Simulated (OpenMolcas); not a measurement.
Mn3+, Tc3+, Re3+: d⁴ down the group

| Item | Value |
| --- | --- |
| Program | OpenMolcas 26.06 |
| Method | MS-CASPT2, IPEA 0.25 Eh, imaginary shift 0.1 Eh |
| Basis | ANO-RCC-VTZP |
| Scalar Hamiltonian | DKH2, point nucleus |
| Spin-orbit coupling | state interaction with AMFI integrals over the reference wave functions, term energies averaged over their components |

Active space for each ion: 4 electrons in 10 orbitals (d d); closed shells correlated by CASPT2: Mn3+ 3s 3p; Tc3+ 4s 4p; Re3+ 5s 5p.

Computed levels in cm-1 above ⁵D₀:

| Level | Mn3+ | Tc3+ | Re3+ |
| --- | --- | --- | --- |
| ⁵D₁ | 104 | 346 | 3150 |
| ⁵D₂ | 306 | 948 | 6120 |
| ⁵D₃ | 598 | 1722 | 8580 |
| ⁵D₄ | 972 | 2620 | 10490 |
| ³P₀(1) | 21140 | 14580 | 15210 |
| ³H₄ | 21740 | 15990 | 18090 |
| ³P₁(1) | 21750 | 16350 | 20490 |
| ³H₅ | 21980 | 16840 | 22280 |
| ³H₆ | 22240 | 17590 | 24370 |
| weight of ⁵D in the lowest level (%) | 100 | 98 | 68 |

Mixed levels, with the weight of the term that names them: Re3+ ⁵D₀ (68 %), Re3+ ³P₀(1) (58 %), Re3+ ³H₄ (58 %).

Measured, with the error of the calculation in %. Measured levels: Mn3+ from Corliss and Sugar, J. Phys. Chem. Ref. Data 6, 1253 (1977); Re3+ from the list in Brasseur, Gamrath and Quinet, At. Data Nucl. Data Tables 157, 101636 (2024).

| Level | Mn3+ | Re3+ |
| --- | --- | --- |
| ⁵D₁ | 99.0 (+4.7) | 3084 (+2.1) |
| ⁵D₂ | 287 (+6.7) | 5979 (+2.3) |
| ⁵D₃ | 552 (+8.4) | 8350 (+2.7) |
| ⁵D₄ | 886 (+9.7) | 10121 (+3.6) |
| ³P₀(1) | 20654 (+2.3) |  |
| ³H₄ | 21281 (+2.2) | 16946 (+6.8) |
| ³P₁(1) | 21279 (+2.2) | 19340 (+5.9) |
| ³H₅ | 21475 (+2.3) | 20930 (+6.5) |
| ³H₆ | 21679 (+2.6) | 22896 (+6.4) |

The fine-structure level ⁵D₄ changes by a factor of 10.8 from Mn3+ to Re3+.

Without spin-orbit coupling ³P(1) lies 21680, 15810, 13570 cm-1 above ⁵D in that order; the difference to the level ³P₀(1), of either sign, comes from spin-orbit coupling, which also lowers the zero.

Term energies are means over components that CASPT2 splits; among the terms shown or strongly mixed into the levels shown the widest spread is 720 cm-1 (5d⁴ ¹I, Re3+). Active for correlation alone: 4d; no level in the range computed is led by a configuration that fills it, so any true level of that kind is missing (holds for Mn3+). Active for correlation alone: 5d; no level in the range computed is led by a configuration that fills it, so any true level of that kind is missing (holds for Tc3+). Active for correlation alone: 6d; no level in the range computed is led by a configuration that fills it, so any true level of that kind is missing (holds for Re3+). Measured partners are found by configuration, term and J. A level has none where our copy of the source lacks it or the pairing is in doubt (some pairs that miss far off the trend of their configuration count as doubtful), and it then counts in no deviation. Levels of configurations outside the active space are missing.

A number in round brackets counts repeated terms of one configuration in the order of the reference energies.
